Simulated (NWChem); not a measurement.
System: InHI$_{2}$; SMILES [I][InH][I]

All runs: NWChem. Structure relaxed at the PBE-D3(BJ)/def2-SVP level. def2 effective core potentials on In, I; no spin-orbit coupling.

For level PBE/STO-3G (all-electron, non-relativistic):

| Item | Value |
|---|---|
| highest occupied level (eV) | -3.57 |
| orbital gap (eV) | 3.61 |
| dipole (D) | 1.99 |

Problem. How do the values read with level PBE/def2-SVP (core potentials) instead?

Solution. The highest occupied level (eV) is -6.42. The orbital gap (eV) is 3.38 and the dipole (D) comes out as 1.57.
